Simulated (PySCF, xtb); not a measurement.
Si(F)2(GeH3)(OH) (F2GeH4OSi), SMILES O[Si](F)(F)[GeH3]. The values are those of a single conformer.

Harmonic wavenumbers (cm⁻¹) from xtb with GFN2-xTB at its own minimum, in rising order: 21, 115, 117, 210, 220, 246, 324, 440, 455, 458, 762, 798, 849, 855, 873, 877, 978, 2024, 2098, 2107, 3615.

Problem. What does PBE-D3(BJ)/def2-SVP in PySCF 2.14.0 give at its own minimum? (Estimate from the structure and the level; the computed values follow.)

Solution. 79, 115, 126, 188, 223, 295, 318, 433, 469, 470, 732, 764, 844, 847, 852, 908, 945, 2091, 2106, 2107, 3746. Paired by order, the mean absolute difference is 26 cm⁻¹ and the zero-point energies are 26.4 and 26.7 kcal/mol.
